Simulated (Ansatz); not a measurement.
Species: H₂Se, charge 0, singlet. H2Se (selane, SMILES [SeH2]).
B3LYP-D3(BJ)/def2-TZVP minimum from Ansatz (a quantum-chemistry and plane-wave program):
```xyz
3

Se    -0.0012     0.0571     0.0009
H     -1.0300    -0.9935    -0.0128
H      1.0722    -0.9476    -0.0191
```

Total energies in cc-pVQZ, 8 correlated electrons, 14 frozen orbitals. Open shells are spin-unrestricted; no spin-orbit coupling. Cores are frozen in correlated methods (noble-gas shells, and filled d and f shells in the p block). No relativity.

| method | program | energy (Eh) | minus CCSDT(Q) (mEh) |
|---|---|---|---|
| HF | Ansatz | -2401.05216 | 213.08 |
| MP2 | Ansatz | -2401.23543 | 29.80 |
| CCSD | Ansatz | -2401.25646 | 8.78 |
| CCSD(T) | Ansatz | -2401.26426 | 0.97 |
| CCSDT(Q) | Ansatz | -2401.26524 | 0.00 |

Rough core times of Ansatz's runs on a shared machine: CCSD(T) under 20 s, CCSDT(Q) 2 min.
